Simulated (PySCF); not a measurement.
C4H5NS2, SMILES Cc1ncsc1S. Heavy atoms are numbered as in [CH3:1][c:2]1[n:3][cH:4][s:5][c:6]1[SH:7]. Hydrogens are named by the atom that carries them.

The structure is a stationary point at r2SCAN-D4/def2-SVP. One conformer was computed; it need not be the lowest.

The numbers are results of KT2/pcSseg-1 in PySCF, not measurements.

GIAO shieldings, no solvent; atoms alike by connectivity are averaged. δ = σ(ref) − σ: ¹³C against TMS (σ = 185.1 ppm); ¹⁵N against NH3 (σ = 266.2 ppm); ³³S against H2S (σ = 723.0 ppm); ¹H against TMS (σ = 31.47 ppm), references at their B3LYP-D3(BJ)/def2-TZVP geometries, non-relativistic.

```tsv
nucleus	atoms	count	δ (ppm)
¹³C	C2	1	157.3
¹³C	C4 (CH)	1	149.0
¹³C	C6	1	119.4
¹³C	C1 (CH3)	1	18.4
¹⁵N	N3	1	350.4
³³S	S5	1	514.0
³³S	S7 (SH)	1	113.7
¹H	H on C4	1	8.41
¹H	H on S7	1	3.58
¹H	H on C1	3	2.97
```
